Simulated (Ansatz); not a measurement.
A geometry relaxed with Ansatz (an electronic-structure program) with B3LYP-D3(BJ)/def2-TZVP, charge 0, multiplicity 1:

```xyz
8

H     -2.1983     0.3305    -0.8732
Si     2.0867     0.7710    -0.0720
O     -1.3274     0.3379     1.1038
H      2.6193     0.7592     1.3305
H     -2.2243    -1.2779    -0.0213
H      2.7000    -0.4572    -0.6798
Si     0.0432    -0.1214     0.3095
C     -1.6993    -0.3421    -0.1827
```

### Question
Write the SMILES of this molecule.

### Answer
`[SiH2]=[Si]1CO1`
